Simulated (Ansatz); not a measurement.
SnTe, closed-shell singlet (the spin of the measured ground state), most abundant isotopes (119.9022 and 129.9062 u). Constants from fifth-degree fits in 1/R to seven points on the lowest solution found; no spin–orbit coupling, no relativity up to Kr; ω_e x_e and α_e move by some per cent with the fit.

Correlated levels freeze the inner cores; with def2 sets outer-core shells near the valence are correlated too. CBS(a, b) extrapolates the correlation energy as X⁻³ and adds the Hartree–Fock energy of set b.

Programs: Ansatz (Gaussian orbitals). Each number belongs to the level named beside it. In def2 rows elements past Kr take small-core potentials, without spin–orbit coupling.

| level | r_e (Å) | ω_e (cm⁻¹) | ω_e x_e (cm⁻¹) | α_e (cm⁻¹) |
|---|---|---|---|---|
| PBE/def2-TZVPP | 2.5514 | 250.4 | 0.389 | 8.97e-5 |
| CCSD(T)/CBS(def2-TZVPP, def2-QZVPP) | 2.5173 | 265.3 | 0.401 | 8.83e-5 |

D_e from total energies of the atoms and the molecule: 4.34 eV at PBE/def2-TZVPP; 4.34 eV at CCSD(T)/CBS(def2-TZVPP, def2-QZVPP).

Question: Derive the rotational constants, the centrifugal constant, the fundamental, the zero-point energy and the force constant, and test the Morse rule for the well depth.

Answer: 
μ = 62.35195 u.
- PBE/def2-TZVPP: B_e = 16.8576/(μ r_e²) = 0.041533 cm⁻¹; B₀ = B_e − α_e/2 = 0.041488 cm⁻¹; D = 4B_e³/ω_e² = 4.57e-09 cm⁻¹; fundamental ω_e − 2ω_e x_e = 250 cm⁻¹; zero-point energy ω_e/2 − ω_e x_e/4 = 125 cm⁻¹; k = μ(2πcω_e)² = 230 N/m; the line J = 1 ← 0 at 2B₀ = 2.488 GHz; a Morse well would hold ω_e²/(4ω_e x_e) = 5.00 eV against the computed D_e of 4.34 eV
- CCSD(T)/CBS(def2-TZVPP, def2-QZVPP): B_e = 16.8576/(μ r_e²) = 0.042666 cm⁻¹; B₀ = B_e − α_e/2 = 0.042621 cm⁻¹; D = 4B_e³/ω_e² = 4.42e-09 cm⁻¹; fundamental ω_e − 2ω_e x_e = 264 cm⁻¹; zero-point energy ω_e/2 − ω_e x_e/4 = 133 cm⁻¹; k = μ(2πcω_e)² = 258 N/m; the line J = 1 ← 0 at 2B₀ = 2.556 GHz; a Morse well would hold ω_e²/(4ω_e x_e) = 5.44 eV against the computed D_e of 4.34 eV

Measured for the ground state: r_e 2.5228 Å [microwave values compiled in ACS Omega 2, 8373 (2017)].

Ansatz is a program for electronic structure.
